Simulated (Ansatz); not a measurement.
Cost and result for the atomization energy of CH₈O₄Si₂ (`CO[SiH](O)[SiH](O)O`) (15 atoms, 14 bonds).

Z-matrix (Å, degrees):
```
C
O 1 1.411
H 1 1.091 2 108.2
H 1 1.097 2 111.4 3 119.2
H 1 1.095 2 111.4 3 -119.5
Si 2 1.644 1 122.9 3 -173.1
Si 6 2.346 2 112.2 1 -77.3
O 6 1.642 2 108.3 1 166.9
H 6 1.497 2 107.2 1 46.7
O 7 1.646 6 103.6 2 53.0
O 7 1.652 6 113.4 2 170.2
H 7 1.496 6 112.9 2 -67.4
H 8 0.959 6 117.7 2 -59.6
H 10 0.959 7 117.8 6 176.1
H 11 0.958 7 117.0 6 99.0
```

Total charge 0; spin multiplicity 1. Geometry: relaxed with PBE0-D4/def2-TZVP. It is one conformer, not always the lowest. Program: Ansatz. All runs use 2 threads of an AMD EPYC 7R13 on a shared host and a share of an NVIDIA H100 80 GB. Times are those of one run each, without the atoms' runs, and a repeat can differ threefold. Electronic energies, without spin–orbit coupling; frozen cores. CCSD(T)/CBS adds CCSD(T) − MP2 in def2-TZVPP to the MP2 limit, and its time is that of the two runs behind it. T1 = 0.012. B3LYP takes the VWN-RPA correlation (the form of Gaussian; ORCA's B3LYP/G).

CCSD(T)/CBS is a level of theory with its own doubt, some kJ/mol a heavy atom from the limit and from the frozen cores, so smaller differences don't rank the functionals.

```csv
level,functions,atomization (kJ/mol),difference from CCSD(T)/CBS,per bond
B3LYP-D4/def2-TZVPP (with forces),351,5721.0,-53.9,-3.9
CCSD(T)/CBS(def2),–,5774.9,0.0,0.0
ωB97M-V/def2-TZVPP (with forces),351,5756.4,-18.5,-1.3
ωB97X-V/def2-TZVPP,351,5761.5,-13.4,-1.0
PBE-D4/def2-TZVPP (with forces),351,5806.6,31.7,2.3
CCSD(T)/def2-TZVPP,351,5596.4,-178.5,-12.7
r2SCAN-D4/def2-TZVPP (with forces),351,5747.2,-27.7,-2.0
MP2/def2-QZVPP,665,5832.6,57.7,4.1
PBE0-D4/def2-TZVPP,351,5684.6,-90.3,-6.5
B2PLYP/def2-TZVPP,351,5673.5,-101.4,-7.2
```

Task: Order the runs by time, with rough figures. (Best estimate.)

Result: Ansatz gave: PBE0-D4/def2-TZVPP 2.5 s; B3LYP-D4/def2-TZVPP (with forces) 2.8 s; r2SCAN-D4/def2-TZVPP (with forces) 2.9 s; PBE-D4/def2-TZVPP (with forces) 3 s; ωB97X-V/def2-TZVPP 3.9 s; B2PLYP/def2-TZVPP 6 s; MP2/def2-QZVPP 7 s; ωB97M-V/def2-TZVPP (with forces) 9 s; CCSD(T)/def2-TZVPP 21 s; CCSD(T)/CBS(def2) 28 s.

The D4 term adds +55.0 kJ/mol with B3LYP and +29.5 kJ/mol with PBE0; it sums over pairs of atoms, weighted by their polarisabilities, and B3LYP, whose exchange is more repulsive, gets the larger term. In def2-TZVPP, CCSD(T) changes the Hartree–Fock value by +1503.1 kJ/mol (the triples alone add +84.3 kJ/mol) and MP2 by +1632.0 kJ/mol; breaking electron pairs costs correlation energy, which Hartree–Fock lacks. From PBE to PBE0 (25 % exact exchange), in def2-TZVPP and without D4, the atomization energy moves by −117.2 kJ/mol: exact exchange takes away binding that semilocal exchange gives to molecules.
